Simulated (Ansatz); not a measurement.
Kohn–Sham single points on C7H3F5 (`Cc1c(F)c(F)c(F)c(F)c1F`).

```yaml
crystal:
  periodic: [false, false, false]
  atoms:
    - {symbol: C, position_ang: [-1.162808, -1.784192, -0.701314]}
    - {symbol: C, position_ang: [-0.385487, -0.594375, -0.238179]}
    - {symbol: C, position_ang: [-0.861611, 0.697319, -0.404529]}
    - {symbol: F, position_ang: [-2.037549, 0.893064, -0.997448]}
    - {symbol: C, position_ang: [-0.156459, 1.809240, 0.022728]}
    - {symbol: F, position_ang: [-0.643916, 3.027875, -0.156857]}
    - {symbol: C, position_ang: [1.069529, 1.640162, 0.643607]}
    - {symbol: F, position_ang: [1.754989, 2.692648, 1.058642]}
    - {symbol: C, position_ang: [1.574598, 0.364223, 0.828206]}
    - {symbol: F, position_ang: [2.747367, 0.196974, 1.421141]}
    - {symbol: C, position_ang: [0.844101, -0.726495, 0.389155]}
    - {symbol: F, position_ang: [1.356382, -1.940234, 0.581758]}
    - {symbol: H, position_ang: [-1.826846, -2.147367, 0.087838]}
    - {symbol: H, position_ang: [-0.493103, -2.599345, -0.972319]}
    - {symbol: H, position_ang: [-1.779195, -1.529474, -1.562429]}
basis:
  gaussian: {orbitals: def2-TZVPP}
hamiltonian: {xc: {name: LC-wPBE}}
output: {orbitals: {seedname: orbitals}}
```

```sh
$ ansatz run in.yaml --threads 4 --pin off --events-out ev --progress --plain --max-ram 66560MiB --backend cuda --devices 0, --max-vram 37GiB
```

Output, abridged:

```
Functional definition: LC-wPBE
2217 factors; their error is unknown
595 factors; integrals over basis functions are off by at most 1.4e-5 eV
mean field evaluation 1: about -20882.5127 eV, gradient 5.0e1 eV
mean field evaluation 2: about -20884.8191 eV, gradient 3.8e1 eV
mean field evaluation 4: about -20886.8999 eV, gradient 2.7e0 eV
mean field evaluation 8: about -20886.9196 eV, gradient 6.7e-2 eV
mean field evaluation 16: about -20886.8614 eV, gradient 8.2e-4 eV
mean field -20886.86141765 eV, -767.5779994755 hartree, gradient 2.5e-5 eV, S^2 0.000000; 0 other end points of the search recorded, 0 dependent functions left out
reference -20886.86141766 eV, -767.5779994757 hartree; 45, 45 occupied and 369, 369 virtual orbitals, 2217 factors
Total energy: -20886.86141766 eV, -767.5779994757 hartree
```

It took 5.5 s on 4 threads of an AMD EPYC 7R13 on a shared host and a share of an NVIDIA H100 80 GB, with 0.94 GiB of host memory at the peak.

Changing it to `hamiltonian: {xc: {name: r2SCANh}, dispersion: d4}` (abridged; 5.5 s):

```
Functional definition: r2SCANh
mean field evaluation 16: about -20888.9868 eV, gradient 1.7e-3 eV
mean field -20888.98682988 eV, -767.6561069343 hartree, gradient 2.9e-5 eV, S^2 0.000000
Total energy: -20889.11207128 eV, -767.6607094709 hartree
```

The same input with `hamiltonian: {xc: pbe, dispersion: d4}` and forces (abridged; 7 s):

```
Functional definition: PBE
mean field evaluation 16: about -20878.0055 eV, gradient 1.5e-3 eV
mean field -20878.00552040 eV, -767.2525512541 hartree, gradient 1.2e-5 eV, S^2 0.000000
Total energy: -20878.45260450 eV, -767.2689812920 hartree
Atom 0 force     0.020314     0.024752     0.000318 eV/Å
Atom 1 force    -0.140566    -0.218293    -0.089393 eV/Å
Atom 2 force     0.176206    -0.098369     0.085399 eV/Å
Atom 3 force    -0.712246     0.125418    -0.357555 eV/Å
Atom 4 force     0.063143    -0.176882     0.021287 eV/Å
Atom 5 force    -0.296556     0.746683    -0.109051 eV/Å
Atom 6 force    -0.102467    -0.157894    -0.062552 eV/Å
Atom 7 force     0.422005     0.648366     0.256220 eV/Å
Atom 8 force    -0.167528     0.016016    -0.086033 eV/Å
Atom 9 force     0.718008    -0.100246     0.363030 eV/Å
Atom 10 force    -0.135563     0.161697    -0.059670 eV/Å
Atom 11 force     0.315528    -0.732689     0.120674 eV/Å
Atom 12 force    -0.144663    -0.093285     0.146603 eV/Å
Atom 13 force     0.121348    -0.180229    -0.055319 eV/Å
Atom 14 force    -0.136962     0.034953    -0.173958 eV/Å
Dipole moment:    -0.203703    -0.309395    -0.117032 e Å
```

The same input with `hamiltonian: {xc: {name: BLYP}, dispersion: d4}` (abridged; 4.5 s):

```
Functional definition: BLYP
mean field evaluation 16: about -20895.9763 eV, gradient 1.7e-3 eV
mean field -20895.97629893 eV, -767.9129651841 hartree, gradient 7.4e-5 eV, S^2 0.000000
Total energy: -20896.96251812 eV, -767.9492080711 hartree
```

The same input with `hamiltonian: {xc: {name: PBE-QIDH}}` (abridged; 5.5 s):

```
Functional definition: PBE-QIDH
mean field evaluation 16: about -20851.7213 eV, gradient 1.1e-3 eV
mean field -20851.72126290 eV, -766.2866226073 hartree, gradient 4.4e-6 eV, S^2 0.000000
12 core orbitals not correlated: weight in the atoms' cores, before any rotation towards them, 1.000 or more for the frozen orbitals, at most 0.000 for the correlated occupied ones
second order -70.29374716 eV of doubles, -0.00000000 eV of singles
Total energy: -20875.15252387 eV, -767.1477055658 hartree
```

Changing it to `hamiltonian: {xc: {name: B97M-V}}` (abridged; 7 s):

```
Functional definition: B97M-V
mean field evaluation 16: about -20895.3439 eV, gradient 4.5e-3 eV
mean field -20895.34387449 eV, -767.8897240147 hartree, gradient 4.4e-5 eV, S^2 0.000000
Total energy: -20895.34393084 eV, -767.8897260855 hartree
```
